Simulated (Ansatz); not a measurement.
Compare A (`O=C[SiH2][SiH2][AlH2]`) with its isomer B (`[SiH3][SiH]1O[CH2][AlH]1`).

Computed with Ansatz on PBE0-D4/def2-TZVP structures; ΔE is electronic, products minus reactants. CCSD(T)/CBS adds triple-zeta CCSD(T) − MP2 to the extrapolated MP2 energy (def2 sets, frozen cores). Functionals use def2-TZVPP. B3LYP here is the variant with VWN-RPA as its local correlation; programs differ in this. Each species was taken in one conformer, which may not be the lowest.

A:

Z-matrix (Å, degrees):
```
Si
C 1 1.928
Si 1 2.345 2 108.8
H 1 1.485 2 108.9 3 122.2
H 1 1.491 2 108.0 3 -118.4
O 2 1.203 1 123.1 3 -102.1
H 2 1.118 1 117.2 3 75.8
Al 3 2.447 1 108.8 2 -178.6
H 3 1.491 1 106.9 2 58.2
H 3 1.493 1 106.1 2 -57.0
H 8 1.586 3 120.1 1 -90.5
H 8 1.587 3 119.6 1 86.3
```

B:

Z-matrix (Å, degrees):
```
Si
Si 1 2.345
H 1 1.489 2 112.8
H 1 1.490 2 108.7 3 120.3
H 1 1.489 2 110.3 3 -121.2
O 2 1.682 1 111.7 3 61.9
Al 2 2.423 1 123.2 3 150.6
H 2 1.497 1 107.2 3 -59.8
C 6 1.446 2 113.0 1 120.8
H 7 1.591 2 152.2 1 70.6
H 9 1.096 6 109.3 2 -121.8
H 9 1.097 6 109.1 2 122.0
```

Task: Which is lower in electronic energy at CCSD(T)/CBS, and by how much? (Best estimate.)

Result: Computed: B, by 19.8 kcal/mol.

Task: Give E(B) − E(A) in kcal/mol with CCSD(T)/def2-TZVPP, r2SCAN-D4, B3LYP, B3LYP-D4, B2PLYP, ωB97M-V, PBE0-D4. (Best estimate.)

Result: Computed: CCSD(T)/def2-TZVPP -18.4, r2SCAN-D4 -19.2, B3LYP -16.8, B3LYP-D4 -17.4, B2PLYP -18.3, ωB97M-V -20.6, PBE0-D4 -20.2. None reverses the order clearly.

Largest T1 diagnostic: 0.016.

In def2-TZVPP, CCSD(T) changes the Hartree–Fock value by −4.5 kcal/mol (the triples alone add +0.0 kcal/mol) and MP2 by −7.4 kcal/mol. From PBE to PBE0 (25 % exact exchange), in def2-TZVPP and without D4, E(B) − E(A) moves by −2.6 kcal/mol.
